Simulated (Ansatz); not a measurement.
Consider the formal exchange of groups at a Ge–Ge bond: `[SiH3][SiH2][GeH2][GeH2][SiH2][GeH3]` + `[SiH3][GeH3]` → `[SiH3][GeH2][GeH2][SiH2][GeH3]` + `[SiH3][SiH2][GeH3]`.

Gas-phase electronic energies from Ansatz, PBE0-D4/def2-TZVP geometries. CBS: MP2 limit from def2 TZ/QZ plus the TZ coupled-cluster correction, frozen cores. DFT in def2-TZVPP. For Ge outer-core shells are correlated without core-valence functions, which leaves a few kJ/mol of doubt a bond. Scalar relativity is left out up to krypton. One conformer a species, not always the lowest.

Question: Is it downhill or uphill in electronic energy at CCSD(T)/CBS, and by how much? (An estimate is asked.)

Answer: Ansatz gave: Uphill: ΔE = +0.8 kcal/mol.

Question: What do these levels give: PBE-D4, BLYP-D4, r2SCAN0-D4, BHLYP-D4, B2PLYP, PBE, r2SCAN, r2SCANh, RPA@PBE/def2-TZVPP, HF/def2-TZVPP, CCSD(T)/def2-TZVPP, HF/CBS(def2)? (Estimate.)

Answer: Computed: PBE-D4 0.8, BLYP-D4 1.0, r2SCAN0-D4 0.6, BHLYP-D4 1.0, B2PLYP -0.1, PBE -0.3, r2SCAN 0.0, r2SCANh 0.0, RPA@PBE/def2-TZVPP 0.7, HF/def2-TZVPP -1.1, CCSD(T)/def2-TZVPP 0.7, HF/CBS(def2) -1.1 kcal/mol.

Largest T1 diagnostic among the species: 0.013.

Leaving LDA and LC-ωPBE aside and taking each functional with its dispersion term where it has one, the values spread over 1.1 kcal/mol, from B2PLYP to BLYP-D4. LDA lies +1.3 kcal/mol from PBE without D4. The D4 term adds +1.7 kcal/mol with B3LYP and +1.1 kcal/mol with PBE0; it sums over pairs of atoms, weighted by their polarisabilities, and B3LYP, whose exchange is more repulsive, gets the larger term. In def2-TZVPP, CCSD(T) changes the Hartree–Fock value by +1.8 kcal/mol (the triples alone add +0.3 kcal/mol) and MP2 by +1.9 kcal/mol.

B3LYP here is the variant with VWN-RPA as its local correlation; programs differ in this.
